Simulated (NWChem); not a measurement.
## Correlation energy of CBr

```
Br
C 1 1.8164
```
Charge 0, spin multiplicity 2.

All runs are NWChem calculations. The geometry was optimised at UPBE0/def2-SVP, a minimum by its harmonic frequencies.

Basis set: def2-TZVP. Each correlation energy counts from its own Hartree-Fock reference.

| method | correlation energy (mHa) |
|---|---|
| UMP2 | -378.4 |
| SCS-UMP2 | -360.3 |
| CCSD on ROHF | -404.9 |
| CCSD[T] on ROHF | -424.6 |
| CCSD(T) on ROHF | -423.0 |
| CCSD on UHF | -399.5 |
| CCSD[T] on UHF | -418.4 |
| CCSD(T) on UHF | -417.0 |

The values span 64.3 mHa, from CCSD[T] on ROHF (lowest) to SCS-UMP2 (highest). 

The Hamiltonian is non-relativistic. The correlated methods keep 10 core orbitals frozen. This spin state was chosen for the runs; another may lie lower. The structure started from a generated list of species. The unpaired electrons of the parent sit in orbitals of symmetry b1 (C2v labels of the run); other states weren't searched. The stability of the SCF solutions was not checked. Open-shell Hartree-Fock references start from PBE0 orbitals. Coupled-cluster values serve here as a point of comparison, not as the truth.
